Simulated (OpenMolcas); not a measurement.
# Pd: effect of the basis set

```json
{"Program": "OpenMolcas", "Method": "MS-CASPT2, IPEA 0.25 Eh, imaginary shift 0.1 Eh (closed shells correlated: 4s 4p)", "Active space": "10 electrons in 6 orbitals (4d 5s)", "State averaging": "2S+1 = 1 even, 20 roots; 2S+1 = 3 even, 15 roots kept (CI in the orbitals of an earlier block)", "Spin-orbit coupling": "state interaction with AMFI integrals over the reference wave functions, term energies averaged over their components"}
```

A. ANO-R1 [6s4p3d1f], X2C, finite nucleus; CASPT2 step of the order of 5 core-seconds
B. ANO-RCC-VDZP [6s5p3d1f], DKH2, point nucleus; CASPT2 step about 3 core-seconds
C. ANO-R2 [7s5p4d2f1g], X2C, finite nucleus; CASPT2 step of the order of 7 core-seconds

Energies in cm-1 above 4d10 1S0, the measured ground level; measured values from NIST Handbook of Basic Atomic Spectroscopic Data.

| Level | A | B | C | Measured |
| --- | --- | --- | --- | --- |
| 4d10 1S0 | 0.0 | 0.0 | 0.0 | 0.0 |
| 4d9 5s 3D3 | 6500 | 10100 | 11430 | 6564 |
| 4d9 5s 3D2 [72 %] | 7750 | 11300 | 12490 | 7755 |
| 4d9 5s 3D1 | 10100 | 13760 | 14980 | 10094 |
| 4d9 5s 1D2 [72 %] | 12040 | 15480 | 16340 | 11722 |
| 4d8 5s2 3F4 | 25580 | 28140 | 28130 | 25101 |
| 4d8 5s2 3F3 | 28570 | 31180 | 31090 | 28214 |
| 4d8 5s2 3F2 | 30070 | 32670 | 32530 | 29711 |
| 4d8 5s2 3P1 | 40430 | 42810 | 41340 |  |
| 4d8 5s2 3P0 | 41150 | 43540 | 42060 |  |
| 4d8 5s2 1G4 | 44520 | 46770 | 45510 |  |

Deviations, from unrounded energies. A percentage is the sum of absolute deviations over the sum of measured energies, with the sign that they share, or ± where signs differ.

```tsv
Against measurement	Levels	A	B	C
mean absolute deviation (cm-1)	7	230	3400	4000
other configurations (%)	7	±1.3	+19.7	+23.4
```

A lies closest to measurement on these levels and C furthest from it. The largest miss of A in the table is 4d8 5s2 3F4, by +470 cm-1. The ranking rests on the paired levels alone, and a cruder setting can come out closer through cancelling errors.

Among A to C the level of the table that moves most is 4d9 5s 3D3, by 4900 cm-1 (lowest in A, highest in C). Moves below CASPT2's spread within the term are not significant.

Term energies are means over components that CASPT2 splits; among the terms shown or strongly mixed into the levels shown the widest spread is 1300 cm-1 (4d8 5s2 1G, C). Over all roots computed the reference weight is 0.85 to 0.91 in A, 0.82 to 0.89 in B, 0.76 to 0.88 in C; the roots of lowest weight are the least certain, and an intruder state may touch them. Terms from blocks run as CI alone lack orbitals of their own. A single d shell beside an s shell can misplace configurations of different d count against each other. Computed and measured levels are paired by configuration, term and J; levels that our copy of the source lacks, or whose pairing is in doubt (as where it misses far off the trend of its configuration), stay unpaired and out of the deviations. Where the source uses jj or jK labels, the order within each J decides. Levels of configurations outside the active space are missing. The table leaves out levels that lie high or whose names do not pair safely across all columns.

A share in square brackets marks a mixed level and gives the weight of the term that names it, the lowest over the columns.
